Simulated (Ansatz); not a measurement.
Geometry optimisation, RKS PBE/def2-SVP (Ansatz 0.2.0).

input.yaml

```yaml
crystal:
  periodic: [false, false, false]
  atoms:
    - { symbol: "N", position_ang: [-0.5956, 1.0709, 0.8633] }
    - { symbol: B, position_ang: [0.0972, -0.102, 0.3047] }
    - { symbol: "N", position_ang: [0.3601, -1.289, 1.1946] }
    - { symbol: C, position_ang: [0.6762, -0.1181, -1.213] }
    - { symbol: O, position_ang: [0.2802, 1.0586, -1.885] }
    - { symbol: H, position_ang: [-0.8787, 0.9452, 1.851] }
    - { symbol: H, position_ang: [-1.524, 1.1788, 0.3403] }
    - { symbol: H, position_ang: [-0.4854, -1.6196, 1.5636] }
    - { symbol: H, position_ang: [0.939, -0.9166, 2.0691] }
    - { symbol: H, position_ang: [1.7072, -0.2486, -1.1885] }
    - { symbol: H, position_ang: [0.1453, -1.0032, -1.7123] }
    - { symbol: H, position_ang: [-0.6445, 0.9884, -2.1538] }
basis:
  gaussian: { orbitals: def2-SVP }
hamiltonian:
  xc: pbe
relax:
  f_tol: 0.02
  max_steps: 40
scf:
  lower_state_search: "off"
output:
  orbitals: {}
```

Launched with:

```bash
$ ansatz run input.yaml --threads 2 --pin off --max-ram 3072MiB --backend cpu --events-out ev --progress --plain --runs-dir out
```

Q: Where does it end, and by what steps?

A: The forces met the threshold. After 14 steps the energy has fallen by 1.838 eV; H9 moved furthest, 1.52 Å.

| step | energy less start (eV) | largest force component (eV/Å) | accepted |
| --- | --- | --- | --- |
| 0 | 0.0000 | 5.193 | yes |
| 1 | -0.6840 | 1.559 | yes |
| 2 | -0.9322 | 1.579 | yes |
| 3 | -1.1219 | 1.443 | yes |
| 4 | -1.3032 | 0.979 | yes |
| 5 | -1.4828 | 1.164 | yes |
| 6 | -1.6250 | 0.749 | yes |
| 7 | -1.7231 | 0.493 | yes |
| 8 | -1.7787 | 0.361 | yes |
| 9 | -1.7987 | 0.527 | yes |
| 10 | -1.8236 | 0.386 | yes |
| 11 | -1.8344 | 0.168 | yes |
| 12 | -1.8368 | 0.086 | yes |
| 13 | -1.8382 | 0.043 | yes |
| 14 | -1.8385 | 0.020 | yes |

```xyz
12
Properties=species:S:1:pos:R:3
N -0.900 0.944 0.747
B -0.016 -0.118 0.413
N 0.265 -1.212 1.278
C 0.668 -0.028 -1.038
O 0.039 0.922 -1.912
H -1.375 1.073 1.638
H -0.949 1.742 0.112
H -0.097 -1.309 2.225
H 0.863 -1.987 0.998
H 1.721 0.316 -0.923
H 0.749 -1.038 -1.518
H -0.891 0.640 -1.986
```

Run time: 38 s on 2 threads of Arm Neoverse N1, with other jobs on the host, peak memory 0.14 GiB.
